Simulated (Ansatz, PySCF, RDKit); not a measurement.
Dimer: NH3 (SMILES N) (first 4 atoms) with CH4O (SMILES CO); geometry from B3LYP-D3(BJ)/def2-TZVP.
(charge 0, multiplicity 1):
```xyz
10

N      0.02240    -0.12360     0.07608
H     -0.34488    -0.95890    -0.36566
H     -0.35937     0.67723    -0.41446
H      1.02653    -0.11891    -0.06258
C      0.31849     0.01427     3.67509
O     -0.83321    -0.05520     2.86386
H      0.97512    -0.85742     3.54899
H     -0.00735     0.03977     4.71588
H      0.91248     0.91884     3.48585
H     -0.54920    -0.07773     1.92983
```

Monomers are frozen at their geometry in the pair; levels with a basis set take the counterpoise correction. Rows marked so take none.

Rows in 3-21G, 6-31G* carry no dispersion term and start afresh at each structure (6-31G* with six Cartesian d functions).

The values were computed with Ansatz (Gaussian orbitals); PySCF for 3-21G rows, 6-31G* rows; RDKit for the force fields. Each number belongs to the level named beside it.

Question: One of these levels gives -61.0 kJ/mol for the interaction energy. Which one is it?
A) B3LYP/6-31G*
B) MMFF94
C) SVWN5/def2-TZVPPD
D) B3LYP/3-21G (no counterpoise)

Answer: D, B3LYP/3-21G (no counterpoise). The others give -24.3 (MMFF94), -44.6 (SVWN5/def2-TZVPPD), -32.7 (B3LYP/6-31G*)

Ansatz is an electronic-structure program.
